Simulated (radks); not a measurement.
Values are calculated unless marked as measured or tabulated.
Question: Gd+, configuration [Xe] 4f6 5d2 6s1 (not the ground configuration). Level of theory: scalar-relativistic Kohn-Sham, PBEsol, spin-polarised, spherical densities, finite nucleus; open shells are filled with parallel spins first (spin-orbit coupling, left out, can overturn this in heavy ions); Fermi nuclear charge, rms radius 5.1569 fm (a radial shooting solver on a logarithmic mesh with Libxc functionals). Some entries of the table are withheld. Estimate them.

| orbital | occ. | eigenvalue (hartree) | r(max) (bohr) |
|---|---|---|---|
| 1s up | 1 | -1840.668 | 0.01392 |
| 1s down | 1 | -1840.668 | 0.01392 |
| 2s up | 1 | -304.3613 | 0.07904 |
| 2s down | 1 | -304.3560 | 0.07904 |
| 2p up | 3 | -270.9659 | 0.06396 |
| 2p down | 3 | -270.9619 | 0.06396 |
| 3s up | 1 | -67.93311 | 0.2244 |
| 3s down | 1 | -67.84098 | 0.2243 |
| 3p up | 3 | -57.58511 | 0.2202 |
| 3p down | 3 | -57.49338 | 0.2201 |
| 3d up | 5 | -43.89555 | 0.1801 |
| 3d down | 5 | -43.82372 | 0.1800 |
| 4s up | 1 | -14.16712 | 0.5154 |
| 4s down | 1 | -13.95975 | 0.5153 |
| 4p up | 3 | -10.74688 | 0.5377 |
| 4p down | 3 | -10.54163 | 0.5375 |
| 4d up | 5 | -6.01197 | 0.5578 |
| 4d down | 5 | -5.80917 | 0.5577 |
| 5s up | 1 | -2.23962 | 1.179 |
| 5s down | 1 | -2.11476 | 1.188 |
| 5p up | 3 | (1) | 1.328 |
| 5p down | 3 | (2) | 1.340 |
| 4f up | 6 | -0.86415 | 0.5589 |
| 4f down | 0 | -0.67432 | 0.5610 |
| 5d up | 2 | (3) | (4) |
| 6s up | 1 | -0.38384 | 3.057 |
| 5d down | 0 | (5) | (6) |

Answer: 
(1) 5p up eigenvalue (hartree): -1.37891
(2) 5p down eigenvalue (hartree): -1.27035
(3) 5d up eigenvalue (hartree): -0.38721
(4) 5d up r(max) (bohr): 1.820
(5) 5d down eigenvalue (hartree): -0.29914
(6) 5d down r(max) (bohr): 1.838
